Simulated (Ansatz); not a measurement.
Reaction (formal exchange of groups at a C–B bond): `FB(F)C[SiH3]` + `[NH2][AlH][SiH3]` → `[NH2][Al]([SiH3])[CH2][SiH3]` + `FBF`

Program: Ansatz. Geometries: PBE0-D4/def2-TZVP. ΔE: electronic, gas phase. CBS: MP2 limit from def2 TZ/QZ plus the TZ coupled-cluster correction, frozen cores. This one scheme is used for every species. Functionals use def2-TZVPP. Each species was taken in one conformer, which may not be the lowest.

Task: Is it downhill or uphill in electronic energy at CCSD(T)/CBS, and by how much? (Estimate.)

Result: The calculation gave: Nearly level: ΔE = +0.4 kcal/mol.

Task: What do these levels give: PBE-D4, r2SCAN-D4, PBE0-D4, ωB97X-V, PBE, PBE0, HF/def2-TZVPP, CCSD/def2-TZVPP, HF/def2-QZVPP, SCS-MP2/def2-QZVPP, HF/CBS(def2), MP2/CBS(def2)? (Best estimate.)

Result: The calculation gave: PBE-D4 1.0, r2SCAN-D4 1.4, PBE0-D4 1.3, ωB97X-V 1.8, PBE 1.9, PBE0 2.1, HF/def2-TZVPP 3.2, CCSD/def2-TZVPP 1.2, HF/def2-QZVPP 3.1, SCS-MP2/def2-QZVPP 0.2, HF/CBS(def2) 3.1, MP2/CBS(def2) -0.5 kcal/mol.

Largest T1 diagnostic among the species: 0.013.

In def2-TZVPP, CCSD(T) changes the Hartree–Fock value by −2.5 kcal/mol (the triples alone add −0.5 kcal/mol) and MP2 by −3.5 kcal/mol. The D4 term adds −1.3 kcal/mol with B3LYP and −0.8 kcal/mol with PBE0; it sums over pairs of atoms, weighted by their polarisabilities, and B3LYP, whose exchange is more repulsive, gets the larger term.

B3LYP here is the variant with VWN-RPA as its local correlation; programs differ in this.
